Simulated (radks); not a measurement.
Results of a calculation; reference values are marked as such.
The calcium ion Ca5+, configuration [Ne] 3s2 3p3. Level of theory: non-relativistic Kohn-Sham, BLYP, spin-polarised, spherical densities, point nucleus; open shells are filled with parallel spins first (a radial shooting solver on a logarithmic mesh with Libxc functionals). Some entries of the table are withheld. Estimate them.

orbital,occ.,eigenvalue (eV),<r> (bohr)
1s up,1,-4015.078,0.07737
1s down,1,-4013.977,0.07735
2s up,1,(1),0.3660
2s down,1,(2),0.3657
2p up,3,-416.6949,0.3272
2p down,3,-415.3473,0.3271
3s up,1,(3),(4)
3s down,1,(5),(6)
3p up,3,-97.9735,1.115
3p down,0,-92.7873,1.131

Answer. 
(1) 2s up eigenvalue (eV): -491.9901
(2) 2s down eigenvalue (eV): -491.0543
(3) 3s up eigenvalue (eV): -117.9822
(4) 3s up <r> (bohr): 1.071
(5) 3s down eigenvalue (eV): -112.5775
(6) 3s down <r> (bohr): 1.081
